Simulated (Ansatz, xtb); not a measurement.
# CFSSi−: which of two structures lies lower

Structure a is a singlet given by its coordinates and structure b is a triplet given by its coordinates. Both are isolated ions in the gas phase, relaxed with B3LYP-D3(BJ)/def2-SVPD.

a (Å):

```xyz
4

C    -0.4976   -1.4440    1.6962
F    -3.1694   -1.1484    2.1557
S     0.7644   -1.8153    0.7631
Si   -1.6451   -0.9757    2.9612
```

Close contacts (Å): C1–S3 1.61, C1–Si4 1.77, F2–Si4 1.73.

b (Å):

```yaml
atoms:
  - { symbol: C, position_ang: [-0.5573, -1.4811, 1.5731] }
  - { symbol: F, position_ang: [-3.2161, -1.1177, 2.2436] }
  - { symbol: S, position_ang: [0.8590, -1.7971, 0.8347] }
  - { symbol: Si, position_ang: [-1.6333, -0.9874, 2.9247] }
```

Close contacts (Å): C1–S3 1.63, C1–Si4 1.80, F2–Si4 1.73.

Task: Estimate E(b) − E(a) at the level CCSD(T)/def2-SVPD + ΔMP2/def2-TZVPPD.

Result: Calculated at CCSD(T)/def2-SVPD + ΔMP2/def2-TZVPPD: E(b) − E(a) = +8.6 kcal/mol, so structure a lies lower.

How the difference moves with the method:

| level | geometry | E(b) − E(a) (kcal/mol) | departure from the last row (kcal/mol) | job, with rough time for the two |
| --- | --- | --- | --- | --- |
| B3LYP-D3(BJ)/def2-SVPD | B3LYP-D3(BJ)/def2-SVPD | +3.4 | −5.2 | optimisation, 69 s |
| HF/def2-SVPD | B3LYP-D3(BJ)/def2-SVPD | −9.1 | −17.7 | part of the CCSD(T) run |
| MP2/def2-SVPD | B3LYP-D3(BJ)/def2-SVPD | +8.1 | −0.5 | part of the CCSD(T) run |
| CCSD(T)/def2-SVPD | B3LYP-D3(BJ)/def2-SVPD | +7.6 | −1.0 | single point |
| CCSD(T)/def2-SVPD + ΔMP2/def2-TZVPPD | B3LYP-D3(BJ)/def2-SVPD | +8.6 |  | single point, 63 s |

HF/def2-SVPD puts the two in the other order. The largest departure from CCSD(T)/def2-SVPD + ΔMP2/def2-TZVPPD is that of HF/def2-SVPD, 17.7 kcal/mol. The closed-shell reference of a is unstable towards spin breaking, so its energies are less sure. Levels run at GFN2-xTB geometries aren't shown. The last row adds to CCSD(T) the change of the MP2 difference between the two basis sets, here +1.0 kcal/mol.

With harmonic frequencies from B3LYP-D3(BJ)/def2-SVPD (ideal gas, rigid rotor, one conformer each, 298.15 K, 1 atm): the zero-point term adds −0.4 kcal/mol; ΔH is +8.3 and ΔG +7.1 kcal/mol.

The T1 diagnostic of structure a is large, so the coupled-cluster value is less sure. Open shells are spin-unrestricted. The correlated steps freeze 12 core orbitals. ΔG holds the spin degeneracy. Run with Ansatz 0.2.0; the last row on 1 thread of Arm Neoverse V1 on a shared host.
